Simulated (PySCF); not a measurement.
**Broadened absorption spectrum of (Me)2Sn(OSiH2)2O**

Species: (Me)2Sn(OSiH2)2O, C₂H₁₀O₃Si₂Sn.
Geometry (PBE0-D3(BJ)/def2-SVP, Å), atoms numbered from 1 in this order:
```
atom  x, y, z in Å
Sn1   -0.7629   -0.4855    0.1006
C2    -2.4773    0.0255   -1.0533
C3    -0.7483   -2.1046    1.4815
O4     0.7595   -0.7550   -1.1590
Si5    2.1305    0.1378   -1.3625
O6     2.1390    1.4136   -0.2971
Si7    1.2062    2.0301    0.9322
O8    -0.1803    1.1505    1.0786
H9    -2.2778    0.9778   -1.5623
H10   -3.3537    0.1346   -0.4002
H11   -2.6673   -0.7586   -1.7990
H12    0.1212   -1.9827    2.1414
H13   -1.6678   -2.1053    2.0823
H14   -0.6633   -3.0527    0.9328
H15    3.3316   -0.7057   -1.0978
H16    2.1837    0.6863   -2.7482
H17    1.9918    1.9628    2.1990
H18    0.8788    3.4481    0.6085
```

Computed with PySCF 2.14.0, density-fitted response routines, TDDFT CAM-B3LYP/def2-SVPD, vertical, gas phase, core orbitals frozen in the response, def2 core potentials past Kr. Spin–orbit coupling is left out.

Computed states:

| state | E (eV) | f |
| --- | --- | --- |
| S1 | 6.67 | 0.105 |
| S2 | 6.82 | 0.0000 |
| S3 | 7.33 | 0.016 |
| S4 | 7.42 | 0.142 |
| S5 | 7.43 | 0.071 |
| S6 | 7.59 | 0.092 |
| S7 | 7.69 | 0.024 |
| S8 | 7.81 | 0.0037 |
| S9 | 7.86 | 0.0001 |
| S10 | 7.91 | 0.0004 |

Broadening: Gaussians 0.5 eV wide at half height, area fixed by f = 4.319×10⁻⁹ ∫ε dν̃. The cross-section is σ = 3.8235×10⁻²¹ ε cm², given in Mb (10⁻¹⁸ cm²). The width is an assumption, not a result. The curve ends short of the highest state used, and states not computed would add to its high-energy end.

(1) What does the envelope look like, and where are its maxima?

(2) Coming from long wavelengths, where does ε first pass 100 L mol⁻¹ cm⁻¹?

(3) On this curve, what absorbance would a 10⁻⁴ mol/L sample give at 193 nm over a 1 cm path?

Answers

(1) 
```json
{"λ (nm)": "169.6", "σ (Mb)": "50.49"}
{"λ (nm)": "170.5", "σ (Mb)": "44.44"}
{"λ (nm)": "171.5", "σ (Mb)": "37.53"}
{"λ (nm)": "172.4", "σ (Mb)": "31.59"}
{"λ (nm)": "173.3", "σ (Mb)": "26.26"}
{"λ (nm)": "174.2", "σ (Mb)": "21.77"}
{"λ (nm)": "175.2", "σ (Mb)": "17.93"}
{"λ (nm)": "176.1", "σ (Mb)": "15.57"}
{"λ (nm)": "177.0", "σ (Mb)": "14.21"}
{"λ (nm)": "177.9", "σ (Mb)": "13.75"}
{"λ (nm)": "178.9", "σ (Mb)": "14.10"}
{"λ (nm)": "179.8", "σ (Mb)": "15.02"}
{"λ (nm)": "180.7", "σ (Mb)": "16.29"}
{"λ (nm)": "181.6", "σ (Mb)": "17.72"}
{"λ (nm)": "182.6", "σ (Mb)": "19.27"}
{"λ (nm)": "183.5", "σ (Mb)": "20.46"}
{"λ (nm)": "184.4", "σ (Mb)": "21.32"}
{"λ (nm)": "185.3", "σ (Mb)": "21.75"}
{"λ (nm)": "186.3", "σ (Mb)": "21.69"}
{"λ (nm)": "187.2", "σ (Mb)": "21.15"}
{"λ (nm)": "188.1", "σ (Mb)": "20.18"}
{"λ (nm)": "189.0", "σ (Mb)": "18.86"}
{"λ (nm)": "189.9", "σ (Mb)": "17.26"}
{"λ (nm)": "190.9", "σ (Mb)": "15.28"}
{"λ (nm)": "191.8", "σ (Mb)": "13.41"}
{"λ (nm)": "192.7", "σ (Mb)": "11.54"}
{"λ (nm)": "193.6", "σ (Mb)": "9.76"}
{"λ (nm)": "194.6", "σ (Mb)": "7.93"}
{"λ (nm)": "195.5", "σ (Mb)": "6.45"}
{"λ (nm)": "196.4", "σ (Mb)": "5.17"}
{"λ (nm)": "197.3", "σ (Mb)": "4.07"}
{"λ (nm)": "198.3", "σ (Mb)": "3.06"}
{"λ (nm)": "199.2", "σ (Mb)": "2.33"}
{"λ (nm)": "200.1", "σ (Mb)": "1.75"}
{"λ (nm)": "201.0", "σ (Mb)": "1.30"}
{"λ (nm)": "202.0", "σ (Mb)": "0.91"}
{"λ (nm)": "202.9", "σ (Mb)": "0.65"}
{"λ (nm)": "203.8", "σ (Mb)": "0.46"}
{"λ (nm)": "204.7", "σ (Mb)": "0.32"}
{"λ (nm)": "205.7", "σ (Mb)": "0.21"}
{"λ (nm)": "206.6", "σ (Mb)": "0.15"}
{"λ (nm)": "207.5", "σ (Mb)": "0.10"}
{"λ (nm)": "208.4", "σ (Mb)": "0.07"}
{"λ (nm)": "209.3", "σ (Mb)": "0.04"}
```

Maxima: 186 nm (6.68 eV), ε about 5700, made up of S1 (99%) (ε in L mol⁻¹ cm⁻¹; maxima over ε = 5, shares over 10%). At its high-energy end, 7.31 eV, the curve is still rising (ε about 13000, from S4, S5 and S6).

(2) At about 204 nm (6.07 eV), 0.60 eV below S1.

(3) 193 nm is 6.424 eV, where ε is about 2900 L mol⁻¹ cm⁻¹, so A = ε c l ≈ 0.29 (Beer–Lambert, with the gas-phase spectrum and the assumed width).

One conformer stands for the species.
